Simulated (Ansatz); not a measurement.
Geometry optimisation, RHF/def2-SVP (Ansatz).

The input (input.yaml):

```yaml
crystal:
  periodic: [false, false, false]
  atoms:
    - { symbol: Ta, position_ang: [0.0, 0.0, 0.0] }
    - { symbol: Cl, position_ang: [2.82, 0.0, 0.0] }
    - { symbol: Cl, position_ang: [0.0, 0.0, 2.47] }
    - { symbol: Cl, position_ang: [0.0, 0.0, -2.47] }
    - { symbol: F, position_ang: [-0.965, 1.6714, 0.0] }
    - { symbol: Cl, position_ang: [-1.235, -2.139, 0.0] }
    - { symbol: "N", position_ang: [0.7757, -1.9759, 1.2433] }
    - { symbol: H, position_ang: [0.2944, -2.9105, 1.1069] }
    - { symbol: H, position_ang: [1.5912, -1.8927, 1.9153] }
    - { symbol: H, position_ang: [2.0207, -1.35, 0.8494] }
basis:
  gaussian: { orbitals: def2-SVP }
hamiltonian:
  xc: hf
relax:
  f_tol: 0.15
  max_steps: 25
  restrain:
    - { distance: [0, 6], at: 2.16, k: 30.0 }
    - { distance: [9, 1], at: 1.37, k: 30.0 }
    - { distance: [0, 1], at: 3.67, k: 30.0 }
    - { distance: [9, 6], at: 2.26, k: 30.0 }
```

Command:

```bash
$ ansatz run input.yaml --threads 4 --pin off --max-ram 5120MiB --backend cpu --events-out ev --progress --plain --runs-dir out
```

Problem. Where does it end, and by what steps?

Solution. The forces met the threshold. The restraints hold the end off the free minimum; the threshold counts their pulls, which the force column leaves out. Restrained pairs: Ta1–N7 (2.46 → 2.08 Å), Cl2–H10 (1.78 → 1.32 Å), Ta1–Cl2 (2.82 → 3.67 Å), N7–H10 (1.45 → 2.26 Å). After 16 steps the energy has fallen by 6.653 eV (the restraints' own energy left out); Cl6 moved furthest, 1.74 Å.

```json
{"step": "0", "energy less start (eV)": "0.0000", "largest force component (eV/Å)": "6.243", "accepted": "yes"}
{"step": "1", "energy less start (eV)": "-0.2087", "largest force component (eV/Å)": "5.383", "accepted": "yes"}
{"step": "2", "energy less start (eV)": "-1.0010", "largest force component (eV/Å)": "5.114", "accepted": "yes"}
{"step": "3", "energy less start (eV)": "-2.6566", "largest force component (eV/Å)": "3.685", "accepted": "yes"}
{"step": "4", "energy less start (eV)": "-4.3059", "largest force component (eV/Å)": "2.016", "accepted": "yes"}
{"step": "5", "energy less start (eV)": "-5.2092", "largest force component (eV/Å)": "1.694", "accepted": "yes"}
{"step": "6", "energy less start (eV)": "-5.6998", "largest force component (eV/Å)": "1.675", "accepted": "yes"}
{"step": "7", "energy less start (eV)": "-6.0203", "largest force component (eV/Å)": "1.479", "accepted": "yes"}
{"step": "8", "energy less start (eV)": "-6.2183", "largest force component (eV/Å)": "1.524", "accepted": "yes"}
{"step": "9", "energy less start (eV)": "-6.3065", "largest force component (eV/Å)": "1.486", "accepted": "yes"}
{"step": "10", "energy less start (eV)": "-6.3577", "largest force component (eV/Å)": "1.739", "accepted": "yes"}
{"step": "11", "energy less start (eV)": "-6.4045", "largest force component (eV/Å)": "1.407", "accepted": "yes"}
{"step": "12", "energy less start (eV)": "-6.4921", "largest force component (eV/Å)": "1.289", "accepted": "yes"}
{"step": "13", "energy less start (eV)": "-6.5388", "largest force component (eV/Å)": "1.440", "accepted": "yes"}
{"step": "14", "energy less start (eV)": "-6.5971", "largest force component (eV/Å)": "1.428", "accepted": "yes"}
{"step": "15", "energy less start (eV)": "-6.6079", "largest force component (eV/Å)": "1.683", "accepted": "yes"}
{"step": "16", "energy less start (eV)": "-6.6530", "largest force component (eV/Å)": "1.524", "accepted": "yes"}
```

```xyz
10
Properties=species:S:1:pos:R:3
Ta -0.450 -0.505 0.323
Cl 3.078 0.517 0.311
Cl -0.334 0.152 2.567
Cl -0.002 -1.216 -1.862
F -0.300 1.271 -0.217
Cl -2.635 -1.179 0.369
N 0.890 -2.000 0.885
H 1.218 -2.704 0.249
H 1.096 -2.216 1.843
H 2.739 -0.717 0.646
```

Run time: 46 s on 4 threads of Arm Neoverse V1, with other jobs on the host, peak memory 0.48 GiB.
